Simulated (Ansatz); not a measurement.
One change: `[O]=[Mo]([OH])([OH])([OH])[OH]` becomes `[O]=[W]([OH])([OH])([OH])[OH]`.

Ansatz, PBE0-D4/def2-TZVP geometries, multiplicity 1. Each molecule was computed in one conformer, which needn't be the lowest.

Elements past krypton have def2 core potentials.

```csv
property,`[O]=[Mo]([OH])([OH])([OH])[OH]`
LUMO energy (B3LYP/def2-TZVPP) / eV,-3.63
LUMO energy (PBE0/def2-TZVPP) / eV,-3.39
HOMO energy (B3LYP/def2-TZVPP) / eV,-8.80
LUMO energy (PBE/def2-TZVPP) / eV,-4.07
HOMO–LUMO gap (ωB97M-V/def2-TZVPP) / eV,10.26
HOMO–LUMO gap (PBE/def2-TZVPP) / eV,3.27
```

Problem. What does the change do to each property? (Best estimate.)

Solution. Computed: 
| property | `[O]=[W]([OH])([OH])([OH])[OH]` | shift |
| --- | --- | --- |
| LUMO energy (B3LYP/def2-TZVPP) / eV | -2.84 | 0.79 |
| LUMO energy (PBE0/def2-TZVPP) / eV | -2.59 | 0.80 |
| HOMO energy (B3LYP/def2-TZVPP) / eV | -8.77 | 0.03 |
| LUMO energy (PBE/def2-TZVPP) / eV | -3.36 | 0.71 |
| HOMO–LUMO gap (ωB97M-V/def2-TZVPP) / eV | 11.02 | 0.76 |
| HOMO–LUMO gap (PBE/def2-TZVPP) / eV | 4.00 | 0.73 |

B3LYP here is the variant with VWN-RPA as its local correlation; programs differ in this.
